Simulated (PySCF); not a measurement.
Species: trans-[Ag(OH)2F2]2- (charge -2 and doublet state).
SMILES: `[OH][Ag-2]([OH])([F])[F]`

Method used: PBE0-D3(BJ)/def2-SVP geometry optimisation, gas phase, def2 core potentials past Kr (PySCF 2.14.0).

Take the most abundant isotopes and a rigid rotor. 

**Question.** Give the principal moments of inertia and the rotational constants in GHz.

**Answer.** Ia = 122.95, Ib = 205.06, Ic = 328.01 u·Å²; 505379 MHz·u·Å²/I gives 4110, 2465 and 1541 MHz, that is A = 4.1103, B = 2.4646, C = 1.5407 GHz.

**Question.** What kind of rotor is it?

**Answer.** An asymmetric top: κ = (2 × 2465 − 4110 − 1541)/(4110 − 1541) = -0.28.

**Question.** What does the inertial defect say?

**Answer.** Planar: Δ = Ic − Ia − Ib = 0.00 u·Å². For a rigid frame Δ = −2 Σ m c², so it vanishes when all atoms lie in the ab plane; here none is more than 0.01 Å from it.

**Question.** Give the coordinates in the principal-axis frame, origin at the centre of mass.

**Answer.** The sense of each axis is arbitrary; atoms in the order of the calculation.
```csv
atom,mass (u),a (Å),b (Å),c (Å)
Ag1,106.905,0.000,0.000,0.000
O2,15.995,1.394,1.585,0.001
H3,1.008,2.048,0.865,-0.001
F4,18.998,-1.881,1.039,-0.002
O5,15.995,-1.394,-1.585,0.001
H6,1.008,-2.048,-0.865,-0.001
F7,18.998,1.881,-1.039,-0.002
```

**Question.** List the rotational levels J(Ka,Kc) to J = 5 (K).

**Answer.** Above 0(0,0), as E/k:
J = 1: 1(0,1) 0.192, 1(1,1) 0.271, 1(1,0) 0.316
J = 2: 2(0,2) 0.563, 2(1,2) 0.611, 2(1,1) 0.744, 2(2,1) 0.981, 2(2,0) 0.995
J = 3: 3(0,3) 1.090, 3(1,3) 1.114, 3(1,2) 1.377, 3(2,2) 1.558, 3(2,1) 1.621, 3(3,1) 2.071, 3(3,0) 2.074
J = 4: 4(0,4) 1.763, 4(1,4) 1.772, 4(1,3) 2.196, 4(2,3) 2.316, 4(2,2) 2.474, 4(3,2) 2.862, 4(3,1) 2.881, 4(4,1) 3.552, 4(4,0) 3.552
J = 5: 5(0,5) 2.580, 5(1,5) 2.583, 5(1,4) 3.180, 5(2,4) 3.246, 5(2,3) 3.545, 5(3,3) 3.849, 5(3,2) 3.917, 5(4,2) 4.544, 5(4,1) 4.548, 5(5,1) 5.426, 5(5,0) 5.426
The levels of one J sum to (2J + 1)J(J + 1)(A + B + C)/3.

The point group C2h allows no dipole (computed: 0.00 D (about the centre of mass, as the species is charged)), so a rigid rotor has no electric-dipole lines.

**Question.** Estimate the classical rotational partition function at 10 K, 25 K and 200 K.

**Answer.** Point group C2h, symmetry number σ = 2; q = (√π/σ)·√((kT/h)³/(ABC)), k/h = 20836.6 MHz/K: 675 at 10 K, 2670 at 25 K, 60300 at 200 K.

For this open shell read J as N, the rotation without spin; fine and hyperfine splittings come on top. Stationary, but not proved a minimum. ⟨S²⟩ = 0.754 (exact for a doublet: 0.75). Whether so highly charged an anion holds all its electrons in the gas phase wasn't checked; a finite basis holds them in any case. No counter-ion or solvent screens the charge of this multiply charged ion. The geometry's basis has no diffuse functions, a weakness for an anion. Constants of a rigid frame at the computed geometry: no zero-point averaging, no centrifugal distortion.

Neither the SCF state along the optimisation nor the shape of the open-shell metal species was proved the lowest: other solutions of the same spin, or a structure of lower symmetry, can lie below.
